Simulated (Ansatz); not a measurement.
Consider the redistribution: `[NH2][GaH2]` + `[GaH2][GeH3]` → `[GaH2][GaH2]` + `[NH2][GeH3]`.

Calculated with Ansatz (gas phase, PBE0-D4/def2-TZVP geometries, no zero-point term in ΔE). CCSD(T)/CBS adds triple-zeta CCSD(T) − MP2 to the extrapolated MP2 energy (def2 sets, frozen cores). For Ga, Ge outer-core shells are correlated without core-valence functions, which leaves a few kJ/mol of doubt a bond. Scalar relativity is left out up to krypton.

| species | CCSD(T)/CBS(def2) energy (Eh) |
| --- | --- |
| `[NH2][GaH2]` | -1981.05479 |
| `[GaH2][GeH3]` | -4003.03316 |
| `[GaH2][GaH2]` | -3850.24627 |
| `[NH2][GeH3]` | -2133.81884 |

Question: Work out ΔE.

Answer: ΔE = (-3850.24627) + (-2133.81884) − (-1981.05479) − (-4003.03316) = 0.02284 Eh = +60.0 kJ/mol.

Largest T1 diagnostic among the species: 0.014.

In def2-TZVPP, CCSD(T) changes the Hartree–Fock value by +10.6 kJ/mol (the triples alone add +1.5 kJ/mol) and MP2 by +13.9 kJ/mol. Leaving LDA and LC-ωPBE aside and taking each functional with its dispersion term where it has one, the values, not all of them listed here, spread over 6.4 kJ/mol, from B97M-V to r2SCAN-D4. LDA lies +8.6 kJ/mol from PBE without D4. At CCSD(T), def2-SVP lies +4.3 kJ/mol from the extrapolated value and def2-TZVPP −1.6 kJ/mol.
